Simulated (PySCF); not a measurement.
Simulated Si 2p region for `CC[Si@@H](N)[SiH3]`, binding energy against the vacuum level.

Every computed line was given a Gaussian of 0.4 eV full width at half maximum and an area set by the number of equivalent atoms (split 2:1 within a doublet); the highest printed point is 100. Method: delta-SCF UKS SCAN, pcX-2 on the ionised atom, pcseg-1 elsewhere, spin-free X2C in PySCF 2.14.0.

binding energy (eV), intensity and a bar:
```
    105.7          1 
    105.8          4 #
    105.9         16 #####
    106.0         42 ############
    106.1         77 #######################
    106.2        100 ##############################
    106.3         93 ############################
    106.4         62 ###################
    106.5         34 ##########
    106.6         26 ########
    106.7         36 ###########
    106.8         49 ###############
    106.9         49 ###############
    107.0         34 ##########
    107.1         17 #####
    107.2          6 ##
    107.3          2 
    107.4          0
```

Count the maxima, the lines and the sites behind this envelope.

The curve has 2 maxima (at 106.2 and 106.8 eV). Under it lie 4 lines from 2 inequivalent silicon sites, each drawn as a 2p3/2, 2p1/2 pair. At this width some lines have no maximum of their own.

Decompose the envelope and assign each component. Numbering: `[CH3:1][CH2:2][Si@@H:3]([NH2:4])[SiH3:5]`.

| position (eV) | relative area | line | atoms | environment |
| --- | --- | --- | --- | --- |
| 106.22 | 0.67 | Si 2p3/2 | Si5 | SiH3 silicon |
| 106.24 | 0.67 | Si 2p3/2 | Si3 | SiH silicon |
| 106.84 | 0.33 | Si 2p1/2 | Si5 | SiH3 silicon |
| 106.86 | 0.33 | Si 2p1/2 | Si3 | SiH silicon |

What are the centre and the root-mean-square width of the whole band?

The area-weighted mean of the lines is 106.43 eV. Their own spread about it is 0.29 eV (rms) and each Gaussian has σ = 0.4/2.355 = 0.17 eV; the variances add, which gives 0.34 eV.

The 2 Si 2p3/2 values lie within 0.02 eV of each other.

The curve has no shake-up lines and no vibrational structure. The 2p values aren't plain energy differences: one relaxed spin-free 2p hole is combined with a matrix within the shell (ground-state 2p orbital-energy differences and spin–orbit coupling). 2p3/2, the mean of its two sublevels, lies a third of the splitting below the shell's mean and 2p1/2 two thirds above it; the statistical areas are 2:1. 2p1/2 minus 2p3/2 (ligand field included): Si 0.62 eV. The structure is a single PBE0-D3(BJ)/def2-SVP conformer in the gas phase; no vibrational or solvent corrections.

The values belong to the conformer `[CH3:1][CH2:2][Si@@H:3]([NH2:4])[SiH3:5]`: C1–C2–Si3–N4 60°, H–N4–Si3–C2 -59°, H–N4–Si3–C2 165°.
